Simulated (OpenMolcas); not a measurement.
# Ag2+: effect of the metal basis

Ag2+ with its 8 nearest fluoride ions at 2.425 Å, on the Sr site of SrF2 (a = 5.796 Å, distance in the model lattice 2.510 Å). The rest of the host is ab initio model potentials to 7.6 Å and point charges beyond; the distance is set by hand and nothing relaxes.

- Program: OpenMolcas
- Method: CASSCF
- Spin-orbit coupling: state interaction with AMFI integrals over the reference wave functions

Fixed: ligand basis ANO-RCC-VDZP, active space 9 electrons in 5 orbitals (4d), DKH2 Hamiltonian.

States (labels of O, the rotations of Oh). Energies in cm-1 above the lowest state or level, χT in cm3 K/mol; under a threefold ground state the first gap can be a small split of the lowest multiplet, not the spin-orbit step; 10Dq is the gap between the two states; 10Dq is negative for this site.

```csv
Run,Metal basis,Ground state,First state of that spin,10Dq,First gap with spin-orbit (degeneracies),χT at 300 K,Cost
A,ANO-RCC-VDZP,2T2,2E 4268,-4268,"1611 (2, 4)",0.623,roughly 10 core-seconds
B,ANO-RCC-VTZP,2T2,2E 4190,-4190,"1577 (2, 4)",0.636,roughly 18 core-seconds
```

Against A, |10Dq| changes by -1.8 % in B.

Costs are those of the RASSCF and RASSI steps.

An orbital triplet at a regular site is open to Jahn-Teller coupling, which can distort the site and quench the lowest spin-orbit gaps and is left out. With metal d orbitals alone the field can be off either way by tens of per cent. Ligand-to-metal charge-transfer states are missing. No measured value stands beside these numbers; the geometry was set by hand and not optimised.
